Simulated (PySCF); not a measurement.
Telling isomers of C7H11N2P apart by NMR

PySCF 2.14.0 with density-fitted response routines calculation with NMR shieldings at PBE0/pcSseg-1/GIAO and GFN2-xTB geometry; no solvent, one averaged value for each set of equivalent atoms, one conformer, relativity neglected.

Referencing at the same level of theory: TMS for $^{1}$H (σref 31.72), $^{13}$C (σref 186.93). Splittings of carbon signals by F and P are missing where no couplings were computed. Where no couplings were computed, multiplicities follow the n + 1 count of equivalent neighbours, and m marks all less simple cases (inequivalent or close neighbours, rings, F or P nearby). Shifts are as computed. Against solution values, carbons near 30 ppm lie about +3 ppm off and those near 130 ppm about +5 ppm. Of 1211 compounds with measured shifts, 218 miss one by over three times the rms of a fit or turn the order of signals round; such compounds aren't used in these exercises.

(1) Tabulate the signals of `CCc1nn(C2CC2)cp1`, `Cc1cc(N(C)C)pcn1`, `C=Cc1nn(C(C)C)cp1` and their relative energies.

(2) What is the quickest way to tell CCc1nn(C2CC2)cp1 from C=Cc1nn(C(C)C)cp1?

(3) What is the quickest way to tell CCc1nn(C2CC2)cp1 from Cc1cc(N(C)C)pcn1?

(4) What is the quickest way to tell Cc1cc(N(C)C)pcn1 from C=Cc1nn(C(C)C)cp1?

Results:

(1) 
| SMILES | carbon types | δC | δH | E rel. (kcal/mol) |
| --- | --- | --- | --- | --- |
| CCc1nn(C2CC2)cp1 | 1×C 2×CH 3×CH2 1×CH3 | 190.4, 162.9, 37.9, 28.8, 16.0, 10.9 | 8.62 (m, 1H), 3.47 (m, 1H), 2.97 (m, 2H), 1.60 (m, 2H), 1.56 (t, 3H), 0.94 (m, 2H) | 15.6 |
| Cc1cc(N(C)C)pcn1 | 2×C 2×CH 3×CH3 | 189.3, 185.3, 162.4, 105.4, 43.3, 29.8 | 10.21 (m, 1H), 6.44 (m, 1H), 3.25 (s, 6H), 2.80 (s, 3H) | 0.0 |
| C=Cc1nn(C(C)C)cp1 | 1×C 3×CH 1×CH2 2×CH3 | 183.0, 158.4, 141.7, 122.5, 58.2, 25.7 | 8.56 (m, 1H), 7.18 (m, 1H), 6.70 (m, 1H), 5.66 (m, 1H), 4.90 (sept, 1H), 1.45 (d, 6H) | 8.5 |

Energies are electronic energies at PBE0/pcSseg-1 on these geometries, without zero-point or thermal terms, each for the one conformer computed, which needn't be the lowest.

(2) Both give the same number of carbon signals, but DEPT or the intensities differ. The first has an sp3 CH2 on an aromatic ring at 28.8 ppm, the second a terminal =CH2 carbon at 122.5 ppm. Their most deshielded carbons lie at 190.4 and 183.0 ppm.

(3) Both give the same number of carbon signals, but DEPT or the intensities differ. The first has a three-membered-ring carbon (CH) at 37.9 ppm, the second an aromatic CH at 105.4 ppm. Their most deshielded carbons lie at 190.4 and 189.3 ppm. In the proton spectra the most deshielded non-exchanging signals are 8.62 (m, 1H) and 10.21 (m, 1H).

(4) Both give the same number of carbon signals, but DEPT or the intensities differ. The first has an aromatic CH at 105.4 ppm, the second a terminal =CH2 carbon at 122.5 ppm. Their most deshielded carbons lie at 189.3 and 183.0 ppm. In the proton spectra the most deshielded non-exchanging signals are 10.21 (m, 1H) and 8.56 (m, 1H).
